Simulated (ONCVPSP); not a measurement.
## Building the ONCV potential for Cu (PBE, scalar-relativistic).

| Quantity | Value |
| --- | --- |
| Element | copper |
| Generator | ONCVPSP 4.0.1 |
| Type | optimised norm-conserving Vanderbilt (ONCV) |
| Functional | PBE |
| Relativity | scalar-relativistic |
| Frozen core | [Ne] |
| Valence charge | 19 |
| Reference configuration | 3s2 3p6 3d10 4s0.5 (charge +0.5) |
| Partial waves | 3s+4s: rc 1.70 bohr, ncon 4, nbas 9, qcut 10 1/bohr, 2 projectors; 3p: rc 1.10 bohr, ncon 4, nbas 8, qcut 15.4 1/bohr, 2 projectors, debl 0.8 Ha; 3d: rc 0.75 bohr, ncon 4, nbas 9, qcut 12.4 1/bohr, 2 projectors, debl 1.1 Ha |
| Local potential | polynomial inside 0.70 bohr (lpopt 5, dvloc0 6 Ha) |
| Core correction | none |

In the p channel the program set the typed energies aside and used -2.802, 0.250 Ha.

Poles of the logarithmic derivatives, all-electron (AE) and pseudo (PS). s: poles at -4.3, 3.3 (AE) and -4.3, 3.2 (PS) Ha. p: poles at -1.5 (AE) and -1.5 (PS) Ha. d: poles at no energy (AE) and no energy (PS) Ha. Test radii: s 1.73, p 1.12, d 0.76 bohr.

* Cutoffs needed: 518 Ha and 597 Ha (the cutoffs (Ha) at which the residual kinetic energy of the hardest occupied pseudo-wave falls to 1 and 0.1 mHa per electron)
* Ghost test: no bound ghost flagged; GHOST(+) flags only above 600 eV
* Configuration tests: 1 of 4 tests not solved or not reliable
